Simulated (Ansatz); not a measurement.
Ag₃H₄⁻. Total charge -1; singlet. Geometry r2SCAN-D4/def2-TZVPD, basis def2-TZVPD, Ansatz.

```xyz
7

Ag   -0.993    1.225    0.498
Ag    1.570   -0.041    0.516
Ag   -0.482   -0.993   -1.231
H     0.275    0.548   -0.621
H    -1.124   -2.305   -1.978
H     2.873   -0.450    1.425
H    -2.120    2.016    1.391
```

```csv
run,HOMO (eV),LUMO (eV)
A,-2.79,2.40
B,-1.77,1.82
C,-2.66,2.20
D,-2.39,2.06
E,-1.96,2.03
```

In the def2 sets Ag takes a core potential; there is no spin–orbit coupling. B3LYP takes the VWN-RPA correlation. HSE06 is defined as in plane-wave codes, on full-range PBE exchange. Another isomer (singlet) lies 0.36 eV lower at PBE0-D4/def2-TZVPD; other spin states weren't run for this one.

Task: The runs used B3LYP, HSE06, PBE, PBE0, r2SCAN. Estimate which is which.

Result: A PBE0 (25 % exact exchange); B PBE (0 % exact exchange); C B3LYP (20 % exact exchange); D HSE06 (range-separated); E r2SCAN (0 % exact exchange). Exact exchange lowers occupied and raises empty levels; among semilocal functionals meta-GGAs tend to open the gap a little, and such runs are hard to tell apart. The gap grows from 3.59 eV (PBE) to 5.19 eV (PBE0).
